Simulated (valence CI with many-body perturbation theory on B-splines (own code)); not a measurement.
# E1 transitions of Gd⁵⁰⁺

Level of theory: valence CI with perturbative core correlation (CI+MBPT): four valence electrons over a frozen Dirac-Fock core [Ne], a basis of 11 s, 11 p, 10 d, 8 f, 5 g, 2 h functions for each j, with the one-electron correlation potential Σ1 (screened to all orders), the two-electron term Σ2, the three-electron term Σ3, Breit, model QED; selected single and double excitations, second order for the rest, scaled by the run's own slope (own B-spline code, finite nucleus).

The last digits are not significant, and no measured levels were compared; by estimate large intervals hold to a few tenths of a per cent, small ones and those within an open d or f shell to about a per cent. Among the levels kept, up to 600 cm⁻¹ of a level comes from second order outside the variational space, and about a tenth of that is noise between levels of different J, which matters for small intervals.

Lines 201 to 250 of 557 in falling wavelength, among levels below 1081.2 eV, chosen from the strongest by gf and those to the six lowest levels. Wavelengths and rates use the calculated energies. Electric multipoles are in the length gauge, E1 and E2 with the static RPA response of the core. Weak lines are less certain than strong ones. Lines between different terms over intervals too small for the method are left out, as are lines whose strength nearly cancels. The highest levels of a list are the least certain.

Levels are named by their leading jj configuration (3d3/2^4 stands for four electrons in 3d with j = 3/2), which in mixed levels can hold well under half, so a name can repeat and another be missing. Letters in brackets count levels of one name in rising energy.

```
λ vac (nm)                           Upper                           Lower   A (s⁻¹)  log gf  Branch %
     4.216  (3s 3p1/2 3p3/2 3d5/2) J=2 [a]          (3s^2 3p1/2 3d5/2) J=2  1.10e+11   -0.83      45.0
     4.195      (3s 3p3/2^2 3d3/2) J=1 [a]          (3s^2 3p3/2 3d3/2) J=0  1.64e+11   -0.89      13.8
     4.192      (3s 3p3/2^2 3d3/2) J=2 [a]          (3s^2 3p3/2 3d3/2) J=1  1.72e+11   -0.64      13.5
     4.182      (3s 3p3/2^2 3d3/2) J=3 [a]          (3s^2 3p3/2 3d3/2) J=2  1.68e+11   -0.51      17.5
     4.179      (3s 3p3/2^2 3d3/2) J=2 [a]          (3s^2 3p3/2 3d3/2) J=2  6.83e+10   -1.05       5.3
     4.178      (3s 3p3/2^2 3d3/2) J=1 [a]          (3s^2 3p3/2 3d3/2) J=1  1.32e+11   -0.98      11.1
     4.170  (3s 3p1/2 3p3/2 3d3/2) J=3 [a]          (3s^2 3p1/2 3d3/2) J=2  3.66e+09   -2.17      11.5
     4.154  (3s 3p1/2 3p3/2 3d3/2) J=2 [b]          (3s^2 3p1/2 3d3/2) J=2  1.31e+10   -1.77       3.5
     4.148          (3s 3p3/2^2 3d5/2) J=5          (3s^2 3p3/2 3d5/2) J=4  1.77e+11   -0.30     100.0
     4.119   (3p1/2 3p3/2^2 3d5/2) J=1 [a]  (3s 3p1/2 3p3/2 3d5/2) J=2 [c]  1.93e+11   -0.83      19.4
     4.118      (3s 3p1/2 3p3/2^2) J=2 [a]          (3s^2 3p1/2 3p3/2) J=1  2.36e+11   -0.52      95.8
     4.116   (3p1/2 3p3/2^2 3d5/2) J=4 [a]  (3s 3p1/2 3p3/2 3d5/2) J=3 [c]  3.80e+11   -0.06      47.3
     4.078   (3p1/2 3p3/2^2 3d3/2) J=1 [a]  (3s 3p1/2 3p3/2 3d3/2) J=1 [c]  2.68e+11   -0.70      22.1
     4.076       (3p1/2 3p3/2^2 3d5/2) J=5  (3s 3p1/2 3p3/2 3d5/2) J=4 [c]  3.30e+11   -0.04      64.8
     4.073   (3p1/2 3p3/2^2 3d5/2) J=3 [a]  (3s 3p1/2 3p3/2 3d5/2) J=3 [c]  1.17e+11   -0.69      11.5
     4.043          (3s 3p1/2 3p3/2^2) J=3          (3s^2 3p1/2 3p3/2) J=2  1.33e+11   -0.64      93.8
     4.042   (3p1/2 3p3/2^2 3d5/2) J=4 [b]  (3s 3p1/2 3p3/2 3d5/2) J=4 [c]  1.10e+11   -0.62      12.2
     4.040      (3s 3p3/2^2 3d5/2) J=4 [a]          (3s^2 3p3/2 3d5/2) J=4  2.52e+11   -0.26      53.8
     4.036   (3p1/2 3p3/2^2 3d3/2) J=1 [b]  (3s 3p1/2 3p3/2 3d3/2) J=0 [b]  1.16e+11   -1.07       7.5
     4.035          (3s 3p3/2^2 3d3/2) J=4          (3s^2 3p3/2 3d3/2) J=3  4.49e+11   -0.01      44.4
     4.032   (3p1/2 3p3/2^2 3d5/2) J=3 [b]              (3s^2 3d3/2^2) J=2  4.62e+10   -1.10       5.1
     4.020   (3p1/2 3p3/2^2 3d3/2) J=3 [a]  (3s 3p1/2 3p3/2 3d3/2) J=3 [c]  9.47e+10   -0.79       9.1
     4.013  (3s 3p1/2 3p3/2 3d3/2) J=2 [a]          (3s 3p1/2^2 3p3/2) J=1  1.42e+11   -0.77      62.9
     4.010       (3p1/2 3p3/2^2 3d5/2) J=0  (3s 3p1/2 3p3/2 3d5/2) J=1 [b]  5.06e+11   -0.91      50.5
     4.006   (3p1/2 3p3/2^2 3d5/2) J=3 [b]  (3s 3p1/2 3p3/2 3d5/2) J=2 [d]  4.72e+10   -1.10       5.2
     4.000       (3p1/2 3p3/2^2 3d3/2) J=0  (3s 3p1/2 3p3/2 3d3/2) J=1 [c]  6.61e+11   -0.80      52.2
     3.994   (3p1/2 3p3/2^2 3d3/2) J=3 [b]  (3s 3p1/2 3p3/2 3d3/2) J=2 [e]  5.24e+11   -0.06      33.8
     3.986   (3p1/2 3p3/2^2 3d5/2) J=2 [a]  (3s 3p1/2 3p3/2 3d5/2) J=1 [c]  2.51e+11   -0.52      31.5
     3.986  (3s 3p1/2 3p3/2 3d5/2) J=3 [b]          (3s^2 3p1/2 3d5/2) J=3  9.42e+10   -0.80      25.1
     3.982   (3p1/2 3p3/2^2 3d5/2) J=4 [a]  (3s 3p1/2 3p3/2 3d5/2) J=4 [b]  5.17e+10   -0.96       6.4
     3.970   (3p1/2 3p3/2^2 3d5/2) J=2 [b]              (3s^2 3d3/2^2) J=2  9.66e+10   -0.94       8.9
     3.968      (3s 3p3/2^2 3d5/2) J=2 [a]          (3s^2 3p3/2 3d5/2) J=1  1.67e+11   -0.71      20.7
     3.963  (3s 3p1/2 3p3/2 3d5/2) J=4 [b]          (3s^2 3p1/2 3d5/2) J=3  4.04e+10   -1.07      27.2
     3.961   (3p1/2 3p3/2^2 3d3/2) J=3 [a]  (3s 3p1/2 3p3/2 3d3/2) J=2 [d]  5.15e+10   -1.07       5.0
     3.958   (3p1/2 3p3/2^2 3d5/2) J=4 [a]  (3s 3p1/2 3p3/2 3d5/2) J=3 [b]  9.22e+10   -0.71      11.5
     3.958   (3p1/2 3p3/2^2 3d3/2) J=2 [a]  (3s 3p1/2 3p3/2 3d3/2) J=2 [c]  2.99e+11   -0.45      32.5
     3.957       (3p1/2 3p3/2^2 3d3/2) J=4  (3s 3p1/2 3p3/2 3d3/2) J=3 [c]  4.71e+11    0.00      51.1
     3.945   (3p1/2 3p3/2^2 3d3/2) J=1 [b]  (3s 3p1/2 3p3/2 3d3/2) J=1 [d]  1.19e+11   -1.08       7.7
     3.944   (3p1/2 3p3/2^2 3d5/2) J=1 [b]              (3s^2 3d3/2^2) J=2  2.17e+11   -0.82      16.3
     3.944      (3s 3p3/2 3d3/2^2) J=1 [b]  (3s 3p1/2 3p3/2 3d5/2) J=2 [d]  1.51e+11   -0.98       7.7
     3.938  (3s 3p1/2 3p3/2 3d5/2) J=2 [b]          (3s^2 3p1/2 3d5/2) J=3  1.16e+11   -0.87      26.1
     3.935   (3p1/2 3p3/2^2 3d3/2) J=2 [c]  (3s 3p1/2 3p3/2 3d3/2) J=1 [d]  2.10e+11   -0.61      16.8
     3.935      (3s 3p3/2^2 3d5/2) J=4 [b]          (3s^2 3p3/2 3d5/2) J=3  3.64e+11   -0.12      29.0
     3.931   (3p1/2 3p3/2^2 3d5/2) J=3 [b]  (3s 3p1/2 3p3/2 3d5/2) J=2 [c]  1.06e+11   -0.77      11.6
     3.920  (3s 3p1/2 3p3/2 3d3/2) J=0 [a]          (3s 3p1/2^2 3p3/2) J=1  4.29e+10   -2.01      90.5
     3.919   (3p1/2 3p3/2^2 3d5/2) J=1 [b]  (3s 3p1/2 3p3/2 3d5/2) J=2 [d]  1.42e+11   -1.01      10.7
     3.919   (3p1/2 3p3/2^2 3d5/2) J=3 [a]  (3s 3p1/2 3p3/2 3d5/2) J=3 [b]  1.97e+11   -0.50      19.4
     3.915       (3p1/2^2 3p3/2 3d5/2) J=2          (3s 3p1/2^2 3d5/2) J=2  1.92e+11   -0.66      47.9
     3.915             (3p1/2 3p3/2^3) J=1      (3s 3p1/2 3p3/2^2) J=1 [b]  6.78e+11   -0.33      43.0
     3.897   (3p1/2 3p3/2^2 3d5/2) J=2 [c]  (3s 3p1/2 3p3/2 3d5/2) J=2 [d]  3.26e+11   -0.43      23.2
```

(1) How does gf follow from A for the line at 4.119 nm?

Answers

(1) gf = 1.4992 × (2J+1)_upper × A / σ², with σ = 2427954 cm⁻¹ and 2J+1 = 3: gf = 0.148.
